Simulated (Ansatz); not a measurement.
```yaml
atoms:
  - { symbol: Ca, position_ang: [0.0000, 0.0000, 0.0000] }
  - { symbol: F, position_ang: [0.0000, 0.0000, 3.9400] }
```

Basis set: def2-SVP (spherical functions). Charge 0, multiplicity 2.

Computed with Ansatz (development build ahead of 0.2.0); each method stands on the lowest determinant of its kind that the runs found.

The atomization energy at this shape (free ground-state atoms in the same class of orbitals less the molecule, no zero-point energy) of doublet CaF:

```csv
method,atomization energy
UHF,0.00 eV
```

(1) What does PBE0 (unrestricted) give?

## Answers

(1) 1.02 eV. Caution: the shape is not the minimum. Caution for UHF: the unrestricted determinant is spin contaminated.
